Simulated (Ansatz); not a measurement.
Consider the redistribution: `COB(Br)OC` + `[OH][In]([Br])[Br]` → `COB(Br)Br` + `C[O][In]([OH])[Br]`.

Gas-phase electronic energies from Ansatz, PBE0-D4/def2-TZVP geometries. CBS: MP2 limit from def2 TZ/QZ plus the TZ coupled-cluster correction, frozen cores. Functionals use def2-TZVPP. B3LYP here is the variant with VWN-RPA as its local correlation; programs differ in this. Elements past krypton have def2 core potentials. For Br, In outer-core shells are correlated without core-valence functions, which leaves a few kJ/mol of doubt a bond. Scalar relativity is left out up to krypton. Each species was taken in one conformer, which may not be the lowest.

`COB(Br)OC`:

Z-matrix (Å, degrees):
```
C
O 1 1.419
H 1 1.092 2 111.0
H 1 1.092 2 110.9 3 121.0
H 1 1.089 2 107.2 3 -119.5
B 2 1.344 1 120.1 3 -60.2
O 6 1.347 2 121.4 1 0.0
Br 6 1.940 2 116.7 1 -180.0
C 7 1.414 6 124.4 2 180.0
H 9 1.092 7 111.0 6 60.2
H 9 1.090 7 107.2 6 179.7
H 9 1.092 7 110.9 6 -60.9
```

`[OH][In]([Br])[Br]`:

Cartesian coordinates in Å:
```
O -0.874 0.182 -1.318
In 0.077 0.117 0.398
Br 1.931 -1.456 0.679
Br -0.620 1.604 2.190
H -0.514 -0.447 -1.950
```

`COB(Br)Br`:

Z-matrix (Å, degrees):
```
C
O 1 1.418
H 1 1.090 2 111.5
H 1 1.090 2 108.0 3 120.9
H 1 1.090 2 108.2 3 -121.0
B 2 1.326 1 127.2 3 2.8
Br 6 1.928 2 123.5 1 -0.1
Br 6 1.915 2 117.8 1 179.9
```

`C[O][In]([OH])[Br]`:

Cartesian coordinates in Å:
```
C -1.213 1.160 0.184
O 0.123 0.816 -0.101
In 0.781 -1.037 -0.102
O 2.683 -1.360 -0.473
Br -0.780 -2.863 0.336
H -1.601 1.800 -0.617
H -1.263 1.722 1.124
H -1.882 0.296 0.275
H 3.153 -0.535 -0.624
```

| level | ΔE (kJ/mol) | difference from CCSD(T)/CBS |
| --- | --- | --- |
| r2SCAN-D4 | 172.4 | 4.9 |
| PBE0-D4 | 174.4 | 6.9 |
| ωB97M-V | 177.2 | 9.7 |
| B2PLYP | 172.3 | 4.8 |
| PBE | 160.7 | -6.8 |
| r2SCAN | 172.3 | 4.8 |
| PBE0 | 175.0 | 7.5 |
| B3LYP | 176.4 | 8.9 |
| MP2/def2-TZVPP | 165.1 | -2.4 |
| SCS-MP2/def2-TZVPP | 167.8 | 0.3 |
| CCSD/def2-TZVPP | 175.7 | 8.2 |
| CCSD(T)/def2-TZVPP | 169.5 | 2.0 |
| MP2/def2-QZVPP | 163.8 | -3.7 |
| SCS-MP2/def2-QZVPP | 166.7 | -0.8 |
| HF/CBS(def2) | 207.8 | 40.3 |
| MP2/CBS(def2) | 163.1 | -4.4 |
| CCSD(T)/CBS | 167.5 | 0 |

Largest T1 diagnostic among the species: 0.015.

From PBE to PBE0 (25 % exact exchange), in def2-TZVPP and without D4, ΔE moves by +14.3 kJ/mol. In def2-TZVPP, CCSD(T) changes the Hartree–Fock value by −39.0 kJ/mol (the triples alone add −6.2 kJ/mol) and MP2 by −43.4 kJ/mol.
